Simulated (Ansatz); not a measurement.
`FBB(F)F` + `C=C[O][InH2]` → `FB[O][InH2]` + `C=CB(F)F`  (redistribution)

Gas-phase electronic energies from Ansatz, PBE0-D4/def2-TZVP geometries. CCSD(T)/CBS adds triple-zeta CCSD(T) − MP2 to the extrapolated MP2 energy (def2 sets, frozen cores). Elements past krypton have def2 core potentials. For In outer-core shells are correlated without core-valence functions, which leaves a few kJ/mol of doubt a bond. One conformer a species, not always the lowest.

| species | SCS-MP2/def2-QZVPP energy (Eh) |
| --- | --- |
| `FBB(F)F` | -349.59628 |
| `C=C[O][InH2]` | -343.78457 |
| `FB[O][InH2]` | -391.21274 |
| `C=CB(F)F` | -302.27765 |

**Question.** Work out ΔE.

**Answer.** ΔE = (-391.21274) + (-302.27765) − (-349.59628) − (-343.78457) = -0.10954 Eh = -287.6 kJ/mol. CCSD(T)/CBS gives -284.7 kJ/mol.

Largest T1 diagnostic among the species: 0.017.

Leaving LDA and LC-ωPBE aside and taking each functional with its dispersion term where it has one, the values, not all of them listed here, spread over 29.0 kJ/mol, from r2SCAN0-D4 to revPBE-D4. LDA lies −6.9 kJ/mol from PBE without D4. From PBE to PBE0 (25 % exact exchange), in def2-TZVPP and without D4, ΔE moves by −10.7 kJ/mol.
